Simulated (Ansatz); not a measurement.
Program: Ansatz. Geometries: PBE0-D4/def2-TZVP. ΔE: electronic, gas phase. CCSD(T)/CBS adds triple-zeta CCSD(T) − MP2 to the extrapolated MP2 energy (def2 sets, frozen cores). DFT in def2-TZVPP. Elements past krypton have def2 core potentials. For Ge, Sn outer-core shells are correlated without core-valence functions, which leaves a few kJ/mol of doubt a bond. Scalar relativity is left out up to krypton.

Consider the redistribution: `[F][Sn]([F])([F])[GeH3]` + `[SiH3][O][GeH3]` → `[GeH3][O][GeH3]` + `[F][Sn]([F])([F])[SiH3]`.

`[F][Sn]([F])([F])[GeH3]`:

Z-matrix (Å, degrees):
```
Sn
F 1 1.903
F 1 1.903 2 103.4
F 1 1.903 2 103.4 3 107.5
Ge 1 2.595 2 115.0 3 -126.2
H 5 1.528 1 106.4 2 60.4
H 5 1.528 1 106.4 2 -59.6
H 5 1.528 1 106.4 2 -179.6
```

`[SiH3][O][GeH3]`:

```xyz
9

Si   -0.915    1.236   -0.208
O     0.253    0.375    0.540
Ge    0.980   -1.226    0.289
H    -0.558    1.499   -1.630
H    -1.068    2.527    0.508
H    -2.213    0.505   -0.191
H     2.026   -1.379    1.399
H     1.623   -1.252   -1.107
H    -0.129   -2.285    0.401
```

`[GeH3][O][GeH3]`:

Cartesian coordinates in Å:
```
Ge 0.042 1.570 -0.252
O -0.039 -0.106 -0.825
Ge -0.046 -1.582 0.157
H -1.173 1.858 0.651
H 0.017 2.441 -1.514
H 1.347 1.773 0.542
H -0.129 -2.744 -0.840
H -1.269 -1.562 1.096
H 1.252 -1.648 0.986
```

`[F][Sn]([F])([F])[SiH3]`:

Z-matrix (Å, degrees):
```
Sn
F 1 1.903
F 1 1.903 2 103.4
F 1 1.903 2 103.4 3 107.5
Si 1 2.560 2 114.9 3 -126.1
H 5 1.479 1 106.6 2 -179.7
H 5 1.480 1 106.5 2 -59.7
H 5 1.480 1 106.3 2 60.3
```

```tsv
level	ΔE (eV)
PBE-D4	0.84
ωB97M-V	0.93
RPA@PBE/def2-TZVPP	0.86
SCS-MP2/def2-TZVPP	0.90
```

(1) What does CCSD(T)/CBS give? (Estimate.)

Largest T1 diagnostic among the species: 0.015.

## Answers

(1) Computed: +0.93 eV. The listed levels differ from it by -0.09, 0.00, -0.07, -0.03 eV.

At CCSD(T), def2-SVP lies −0.15 eV from the extrapolated value and def2-TZVPP −0.04 eV. In def2-TZVPP, CCSD(T) changes the Hartree–Fock value by −0.08 eV (the triples alone add −0.02 eV) and MP2 by −0.05 eV. Leaving LDA and LC-ωPBE aside and taking each functional with its dispersion term where it has one, the values, not all of them listed here, spread over 0.15 eV, from revPBE-D4 to BHLYP-D4. LDA lies +0.04 eV from PBE without D4.
